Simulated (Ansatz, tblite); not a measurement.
Cost and result up the ladder for Ge(OH)2Cl2 (GeCl₂O₂H₂) (7 atoms). Total charge 0; singlet. Geometry: PBE0-D4/def2-SVP.

```xyz
7

Ge    0.066   -0.059    0.082
O     0.447    0.187   -1.601
H     1.041   -0.486   -1.954
O    -1.468    0.731    0.332
H    -1.608    0.995    1.249
Cl    1.542    0.788    1.382
Cl   -0.019   -2.156    0.510
```

Ansatz on 4 threads of Arm Neoverse V1 on a shared host; xTB runs through tblite on one thread. Times are rough, summed over both states, and most runs start from the orbitals of an earlier one. No level here is sound enough to serve as a yardstick. The other state is a triplet.

The xTB rows come from tblite. HOMO above LUMO, or a gap near zero within one spin, warns that the state may not be the lowest or that an electron is smeared out.

xTB has no spin-polarisation term.

```csv
level,functions,wall time,vertical triplet (eV),remarks
GFN1-xTB,39,0.013 s,6.84,–
GFN2-xTB,37,0.014 s,5.74,–
PBE-D4/def2-TZVP,196,6.7 s,5.54,gap within one spin near zero (triplet)
r2SCAN-D4/def2-TZVP,196,17 s,5.99,gap within one spin near zero (triplet)
```
